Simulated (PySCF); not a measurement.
Geometries of 2 isomers of C2H8OSi, from PBE0-D3(BJ)/def2-SVP geometry optimisation, gas phase (PySCF). One conformer each, no zero-point energy, no frequencies.

Task: Which isomer lies lower at this level?
A.
```xyz
12
angstrom
C      2.008   -0.156    0.221
O      0.629   -0.368    0.162
Si    -0.505    0.841   -0.016
C     -2.179    0.027   -0.050
H      2.398    0.320   -0.698
H      2.297    0.480    1.080
H      2.514   -1.127    0.337
H     -0.246    1.598   -1.285
H     -0.398    1.812    1.121
H     -2.973    0.782   -0.158
H     -2.253   -0.676   -0.894
H     -2.358   -0.533    0.881
```
B.
```xyz
12
angstrom
C     -1.744    0.722    0.411
C     -0.654   -0.068   -0.272
O      0.574    0.175    0.373
Si     2.014   -0.517   -0.088
H     -2.717    0.543   -0.072
H     -1.820    0.433    1.470
H     -1.524    1.799    0.367
H     -0.895   -1.149   -0.247
H     -0.590    0.218   -1.340
H      2.348   -0.164   -1.505
H      1.953   -2.009    0.019
H      3.056    0.016    0.830
```

Result: A. That is `CO[SiH2]C`, 7.2 kcal/mol below the other.

```tsv
SMILES	atoms numbered as above	E (Eh)	relative (kcal/mol)	relative (kJ/mol)	dipole (D)
CO[SiH2]C	[CH3:1][O:2][SiH2:3][CH3:4]	-445.26600	0.0	0.0	0.32
CCO[SiH3]	[CH3:1][CH2:2][O:3][SiH3:4]	-445.25449	7.2	30.2	1.05
```

As drawn, the lower has an Si–C bond, which the higher lacks.
